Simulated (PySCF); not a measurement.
Geometry:
```json
{"atom": "C1", "x (Å)": "1.779", "y (Å)": "-1.432", "z (Å)": "0.180"}
{"atom": "C2", "x (Å)": "0.760", "y (Å)": "-0.757", "z (Å)": "-0.733"}
{"atom": "C3", "x (Å)": "-0.017", "y (Å)": "0.328", "z (Å)": "0.005"}
{"atom": "O4", "x (Å)": "-0.749", "y (Å)": "-0.191", "z (Å)": "1.090"}
{"atom": "C5", "x (Å)": "-2.083", "y (Å)": "-0.531", "z (Å)": "0.768"}
{"atom": "C6", "x (Å)": "0.663", "y (Å)": "1.655", "z (Å)": "0.220"}
{"atom": "C7", "x (Å)": "-0.463", "y (Å)": "1.542", "z (Å)": "-0.780"}
{"atom": "S8", "x (Å)": "-1.997", "y (Å)": "2.406", "z (Å)": "-0.597"}
{"atom": "H9", "x (Å)": "1.273", "y (Å)": "-1.830", "z (Å)": "1.057"}
{"atom": "H10", "x (Å)": "2.292", "y (Å)": "-2.246", "z (Å)": "-0.334"}
{"atom": "H11", "x (Å)": "2.519", "y (Å)": "-0.709", "z (Å)": "0.516"}
{"atom": "H12", "x (Å)": "1.265", "y (Å)": "-0.314", "z (Å)": "-1.595"}
{"atom": "H13", "x (Å)": "0.055", "y (Å)": "-1.506", "z (Å)": "-1.108"}
{"atom": "H14", "x (Å)": "-2.590", "y (Å)": "0.327", "z (Å)": "0.311"}
{"atom": "H15", "x (Å)": "-2.569", "y (Å)": "-0.796", "z (Å)": "1.708"}
{"atom": "H16", "x (Å)": "-2.123", "y (Å)": "-1.392", "z (Å)": "0.085"}
{"atom": "H17", "x (Å)": "1.684", "y (Å)": "1.779", "z (Å)": "-0.123"}
{"atom": "H18", "x (Å)": "0.435", "y (Å)": "2.161", "z (Å)": "1.147"}
{"atom": "H19", "x (Å)": "-0.145", "y (Å)": "1.514", "z (Å)": "-1.826"}
```

Total charge -1.

Geometry: GFN2-xTB; GIAO absolute shieldings from PySCF 2.14, gas phase, non-relativistic, averaged over equivalent atoms.

At PBE0/STO-3G (55 basis functions, 9.7 s wall time on 1 thread of an Arm Neoverse V1, shared host):
| atoms | σ (ppm) |
| --- | --- |
| C7 | 191.4 |
| C3 | 191.5 |
| C5 | 201.2 |
| C2 | 208.0 |
| C6 | 216.5 |
| C1 | 217.3 |
| O4 | 366.2 |
| S8 | 699.6 |
| H14/H15/H16 | 31.24 |
| H13 | 32.18 |
| H9/H10/H11 | 32.56 |
| H19 | 32.87 |
| H12 | 33.18 |
| H18 | 33.54 |
| H17 | 33.60 |

**Question.** Estimate the result of repeating the calculation with WP04/pcSseg-0.

**Answer.** 
| atoms | σ at WP04/pcSseg-0 | change |
| --- | --- | --- |
| C7 | 137.4 | -54.0 |
| C3 | 116.4 | -75.1 |
| C5 | 129.9 | -71.3 |
| C2 | 149.2 | -58.8 |
| C6 | 154.0 | -62.5 |
| C1 | 168.5 | -48.8 |
| O4 | 304.1 | -62.1 |
| S8 | 651.3 | -48.3 |
| H14/H15/H16 | 29.42 | -1.82 |
| H13 | 31.67 | -0.51 |
| H9/H10/H11 | 32.54 | -0.02 |
| H19 | 31.41 | -1.46 |
| H12 | 33.43 | +0.25 |
| H18 | 33.63 | +0.09 |
| H17 | 32.91 | -0.69 |

The largest change is at C3 (three-membered-ring carbon). Cost: 98 basis functions, 16 s wall time on 1 thread of an Arm Neoverse V1, shared host. The order of the carbon signals changes between the two levels.
